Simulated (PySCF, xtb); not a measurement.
N,N-dimethyl-1-methylsilylmethanamine (C₄H₁₃NSi), SMILES C(N(C)C)[SiH2]C.

GFN2-xTB run with xtb at its own geometry gives an orbital gap of 4.76 eV and a dipole moment of 0.97 D.

Geometry optimised at PBE0-D3(BJ)/def2-SVP. The values are those of a single conformer.

### Question
What does PBE/def2-TZVP run with PySCF give? (Estimate from the structure and the level; the computed values follow.)

### Answer
gap 4.78 eV (levels -4.76 and 0.02 eV), dipole 0.89 D.
